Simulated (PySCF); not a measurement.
Pb(SiH3)2, SMILES [Pb]([SiH3])[SiH3] at its PBE0/def2-SVP optimised geometry (Å):

```
9

Pb     1.6767    -1.2795     0.0000
Si     1.4336     0.8527    -1.6967
H      1.1338     2.0487    -0.8363
H      0.3089     0.7233    -2.6810
H      2.6781     1.1702    -2.4713
Si    -1.0589    -1.2795     0.0000
H     -1.4846    -1.9528    -1.2752
H     -1.6676     0.0917     0.0000
H     -1.6767    -2.0487     1.1297
```

Calculation: PySCF with PBE0/def2-TZVP, def2 effective core potentials past Kr. The core electrons that the potentials of Pb replace are not part of the density. Cells within 0.4 Å of a nucleus heavier than hydrogen are left out (blank, or x).

Map of the log10 of the electron density (e/bohr³), floored at −4 on the plane z = 0.0 Å:

```
|0000000000000000000000000000000|
|0000000000000000000000000000000|
|0000000000000000000000000000000|
|0000000000000000001110000000000|
|0000000000000000112221100000000|
|0000000000000001222322110000000|
|0000000000000012233333211000000|
|0000000000000012334443321000000|
|0000000000000112344444321100000|
|0000000011111122344444322100000|
|0000001122222122344444332110000|
|0000012233333222344444332210000|
|0000122344444333334444433211000|
|0000123455654433344444443221000|
|0000134567765444444455444322100|
|0001234567766554445555554432110|
|0001234567766555555666665433210|
|0001234566666665566788766543210|
|000123445678876666799x976543211|
|00012344568xx8666689xx986543321|
|00012334567xx7666679xx986543321|
|0001223456677666667899876543221|
|0000123455666555556777765543210|
|0000123445555554455666655433210|
|0000122344444444444555544332110|
|0000012233333333333444443322100|
|0000001222222222222333332211000|
|0000000111111111112222222110000|
|0000000000000000001111111000000|
|0000000000000000000000000000000|
|0000000000000000000000000000000|
```
Scale: ten equal steps from -4.00 (start of '0') to 0.378 (end of '9'), in the order '0123456789'; x runs from -4.50 to 4.50, y from -4.50 (bottom) to 4.50 (top).
